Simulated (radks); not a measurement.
The numbers below are computed, except where a source is named.
These are the eigenvalues of the occupied orbitals of an atom or ion with whole-number occupations (eV). Level of theory: scalar-relativistic Kohn-Sham, r2SCAN, spin-polarised, spherical densities, finite nucleus; meta-GGA in the generalised Kohn-Sham scheme; Fermi nuclear charge, rms radius of each element as measured or else 0.836 A^(1/3) + 0.57 fm (a radial shooting solver on a logarithmic mesh with Libxc functionals).

1s: -36367.52
2s: -6149.941
2p: -5567.135
3s: -1664.910
3p: -1475.859
3d: -1201.582
4s: -655.6067
4p: -588.9106

Which element is it, and in what charge state? The configuration may be excited. Open shells, if any, are filled with parallel spins first.

Answer. Z = 55, caesium, charge +19: Cs19+ in [Kr]. The list shows which subshells hold electrons but not how many an open one holds; the 1s level, -1336.5 hartree, gives Z - s = 51.7 by -(Z - s)^2/2, which with screening and relativity narrows Z to a few neighbours, and the depths of the outer levels then fix element, charge and occupations together.
